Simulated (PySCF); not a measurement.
**Electron correlation in B²⁺ (boron, charge +2)**

[He] 3d1, 2D determinant (an excited configuration). Calculation: PySCF 2.14, in aug-cc-pCVTZ-DK (7s6p4d2f, 59 functions); scalar relativity by spin-free X2C-1e. Frozen: nothing; 3 electrons correlated.

MP2 pair energies summed by pair of shells (mhartree):

```csv
pair,energy,share (%)
1s-1s,-38.56,99.4
1s-3d,-0.24,0.6
```

Total MP2 correlation energy: -38.80 mhartree.

Same-spin part -0.11 and opposite-spin part -38.69 mhartree; SCS-MP2 scales them by 1/3 and 6/5 to -46.46 mhartree.
